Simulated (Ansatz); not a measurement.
`N=C[SiH2]O` + H₂Se → `N=C[SiH2][SeH]` + H₂O  (ligand exchange at the Si–O bond)

Calculated with Ansatz (gas phase, PBE0-D4/def2-TZVP geometries, no zero-point term in ΔE). CBS: MP2 limit from def2 TZ/QZ plus the TZ coupled-cluster correction, frozen cores. This one scheme is used for every species. Functionals use def2-TZVPP. For Se outer-core shells are correlated without core-valence functions, which leaves a few kJ/mol of doubt a bond. Scalar relativity is left out up to krypton. One conformer a species, not always the lowest.

`N=C[SiH2]O`:

Cartesian coordinates in Å:
```
N -0.817 0.663 1.177
C -0.878 0.386 -0.062
Si 0.663 -0.484 -0.737
O 1.654 -0.620 0.558
H -1.656 1.132 1.523
H -1.754 0.636 -0.676
H 1.269 0.330 -1.823
H 0.291 -1.810 -1.297
H 1.229 -0.233 1.337
```

H₂Se:

Cartesian coordinates in Å:
```
Se 0.217 -0.521 -0.387
H 0.872 0.424 0.524
H -1.089 0.097 -0.137
```

`N=C[SiH2][SeH]`:

```xyz
9

N     0.592   -1.497    1.027
C    -0.164   -1.013    0.129
Si   -0.555    0.830    0.171
Se    0.308    1.836   -1.684
H     0.751   -2.497    0.888
H    -0.575   -1.620   -0.692
H    -0.026    1.407    1.427
H    -2.018    1.050    0.040
H     1.688    1.504   -1.305
```

H₂O:

```xyz
3

O    -0.071   -0.370   -0.097
H    -0.583    0.405   -0.338
H     0.654   -0.034    0.435
```

```json
{"species": "`N=C[SiH2]O`", "r2SCAN energy (Eh)": "-460.56320"}
{"species": "H₂Se", "r2SCAN energy (Eh)": "-2402.73603"}
{"species": "`N=C[SiH2][SeH]`", "r2SCAN energy (Eh)": "-2786.86195"}
{"species": "H₂O", "r2SCAN energy (Eh)": "-76.42320"}
```

Work out ΔE.

ΔE = (-2786.86195) + (-76.42320) − (-460.56320) − (-2402.73603) = 0.01408 Eh = +8.8 kcal/mol. CCSD(T)/CBS gives +7.4 kcal/mol.

Largest T1 diagnostic among the species: 0.012.

The D4 term adds −1.2 kcal/mol with B3LYP and −0.7 kcal/mol with PBE0; it sums over pairs of atoms, weighted by their polarisabilities, and B3LYP, whose exchange is more repulsive, gets the larger term. In def2-TZVPP, CCSD(T) changes the Hartree–Fock value by −2.8 kcal/mol (the triples alone add −0.5 kcal/mol) and MP2 by −3.8 kcal/mol.

B3LYP here is the variant with VWN-RPA as its local correlation; programs differ in this.
